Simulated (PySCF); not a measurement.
Two species compared at the same levels of theory.

First species: C2H4ClN3Si.
SMILES: `[SiH3]N1C=C(Cl)N=N1`

Second species: C4H10OSi.
SMILES with atom numbers: `[CH3:1][O:2][SiH:3]1[CH2:4][CH2:5][CH2:6]1` (hydrogens: H7, H8, H9 on C1; H10 on Si3; H11, H12 on C4; H13, H14 on C5; H15, H16 on C6)

Levels: CAM-B3LYP/def2-SVPD for dipole moment, HOMO energy, LUMO energy, HOMO–LUMO gap, static isotropic polarisability and electronic spatial extent ⟨r²⟩ about the centre of nuclear charge; TDDFT CAM-B3LYP/def2-SVPD for lowest singlet excitation; TDA CAM-B3LYP/def2-SVPD for lowest triplet excitation (Tamm–Dancoff); GFN2-xTB for rotational constant A and rotational constant C. Geometries: GFN2-xTB. Each species is one conformer at its optimised geometry, gas phase, non-relativistic unless stated; the electronic structure was computed with PySCF and density fitting.

Dipoles, sizes and rotational constants follow the conformer. The torsions of the flexible species, by atom-mapped SMILES:
- `[CH3:1][O:2][SiH:3]1[CH2:4][CH2:5][CH2:6]1`: C1–O2–Si3–C4 180°

(1) Which has the higher static isotropic polarisability?

(2) Which of the two has the higher HOMO energy, and by how much?

(3) Which of the two has the higher LUMO energy, and by how much?

(4) Which has the higher S1 energy?

(5) Which has the higher HOMO–LUMO gap?

(6) Which has the higher dipole moment?

(7) Which of the two has the higher rotational constant C, and by how much?

(8) Which of the two has the higher ⟨r²⟩, and by how much?

Results:

(1) The first: 81.3 au against 74.7 au, a difference of 6.6 au.

(2) The first: -8.74 eV against -8.81 eV, a difference of 0.07 eV.

(3) The second: 1.17 eV against 0.41 eV, a difference of 0.76 eV.

(4) The second: 6.86 eV against 5.65 eV, a difference of 1.21 eV.

(5) The second: 9.98 eV against 9.15 eV, a difference of 0.83 eV.

(6) The first: 5.00 D against 1.15 D, a difference of 3.85 D.

(7) The second: 1.554 GHz against 0.810 GHz, a difference of 0.744 GHz.

(8) The first: 1301 bohr² against 854 bohr², a difference of 447 bohr².

On the first: The dipole equals about 16.7 × 10⁻³⁰ C·m (1 D = 3.33564 × 10⁻³⁰ C·m). The vertical singlet–triplet gap S1 − T1 is 1.30 eV (TDDFT singlet less Tamm–Dancoff triplet; S1: HOMO−1→LUMO, weight 0.83; T1: HOMO→LUMO, weight 0.76).

On the second: The principal polarisabilities are 66.2, 70.0 and 88.0 au; their mean is the isotropic value. A dipole of 1.15 D is allowed in C1, and pure rotational transitions are dipole-allowed.
